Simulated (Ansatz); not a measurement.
```yaml
crystal:
  periodic: [false, false, false]
  atoms:
    - {symbol: Fe, position_ang: [-0.001062, -0.000616, -0.000036]}
    - {symbol: Br, position_ang: [-0.050959, -0.039727, 2.196979]}
    - {symbol: Br, position_ang: [0.052021, 0.040333, -2.196943]}
basis:
  gaussian: {orbitals: def2-TZVP, initial_orbitals: start.molden}
hamiltonian: {xc: pbe}
correlation: {method: rpa}
scf: {omitted_lower_state_checks: [starts]}
```

The file start.molden holds the orbitals of an earlier run on this structure, at another level or in another basis.

```sh
$ ansatz run in.yaml --threads 2 --pin off --events-out ev --progress --plain --max-ram 4352MiB
```

Output, abridged:

```
Functional definition: PBE
  name "PBE"
  cite "Perdew, Burke & Ernzerhof, Phys. Rev. Lett. 77, 3865 (1996) doi:10.1103/PhysRevLett.77.3865"
  parent pbe
  parameter kappa = 0.804
  parameter beta = 0.06672455060314922
  exchange = pbe_x(kappa = kappa, mu = beta*pi^2/3)
  correlation = pbe_c(beta = beta)
these checks for a lower state are left out or cut short: starts
1091 factors; integrals over basis functions are off by at most 8.3e-4 eV
mean field evaluation 1: about -174452.9382 eV, gradient 1.4e1 eV
mean field evaluation 2: about -174453.3413 eV, gradient 1.6e0 eV
mean field evaluation 4: about -174453.3442 eV, gradient 4.1e-2 eV
mean field evaluation 8: about -174453.3442 eV, gradient 1.2e-6 eV
mean field evaluation 16: about -174453.3442 eV, gradient 5.0e-8 eV
mean field -174453.34424005 eV, -6411.0421520979 hartree, gradient 2.8e-10 eV, S^2 0.000000; 0 other end points of the search recorded, 0 dependent functions left out; unrestricted orbitals would lower it
mean field evaluation 32: about -174351.8034 eV, gradient 7.6e-1 eV
23 core orbitals not correlated: weight in the atoms' cores, before any rotation towards them, 1.000 or more for the frozen orbitals, at most 0.000 for the correlated occupied ones
reference -174344.23668368 eV, -6407.0325233573 hartree; 25, 25 occupied and 93, 93 virtual orbitals, 1091 factors
Error: the energy between an occupied orbital and the lowest state that it is excited into in its spin channel is -0.0081 eV and must be positive: a state without a gap has no random-phase energy
```

Problem. Can the result of this run be used?

Solution. No. The run stopped with an error. The reference has no gap: an occupied orbital lies above an empty one, and the correlation energy can't be formed.
